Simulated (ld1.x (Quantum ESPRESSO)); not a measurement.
**u(r) = r·R(r): atom against pseudo-atom (Fe (Z = 26))**

Columns: radius, all-electron u(r) and pseudo u(r) of the 3s shell (level -91.94 eV) of iron in the configuration [Ne] 3s2 3p6 3d6 4s2 4p0; PBE, non-relativistic, TM scheme, ld1.x (Quantum ESPRESSO) 7.5.

```
r (bohr)  all-electron  pseudo
   0.072        0.0609  0.0757
   0.145       -0.5664  0.1618
   0.217       -0.6087  0.2659
   0.290       -0.2613  0.4006
   0.362        0.1954  0.5677
   0.435        0.6148  0.7649
   0.507        0.9238  0.9614
   0.580        1.1212  1.1233
   0.652        1.2157  1.2146
   0.725        1.2337  1.2336
   0.798        1.1965  1.1965
   0.870        1.1253  1.1253
   0.942        1.0345  1.0345
   1.015        0.9335  0.9335
   1.088        0.8310  0.8310
   1.160        0.7331  0.7331
   1.232        0.6414  0.6414
   1.305        0.5562  0.5562
   1.378        0.4797  0.4797
   1.450        0.4125  0.4125
   1.522        0.3534  0.3534
   1.595        0.3011  0.3011
   1.668        0.2558  0.2558
   1.740        0.2173  0.2173
   1.812        0.1842  0.1842
   1.885        0.1555  0.1555
```

Task: How many radial nodes do the two functions have?

Result: The all-electron 3s function has n − l − 1 = 2; the pseudo-wave has 0, since the states of the same l below it are removed with the core.

Task: At about which radius was the pseudo-wave matched?

Result: 0.80 bohr. The columns agree to 0.0005 from 0.72 bohr on; several derivatives are matched, so the curves merge somewhat inside the radius.

Task: Where does each function peak?

Result: Outermost all-electron maximum near 0.72 bohr, pseudo maximum near 0.72 bohr (to the table’s step).

Task: Is the pseudo-wave norm-conserving?

Result: Yes: the TM scheme keeps the norm inside the radius equal to the all-electron one, which fixes the energy derivative of the logarithmic derivative at the level.
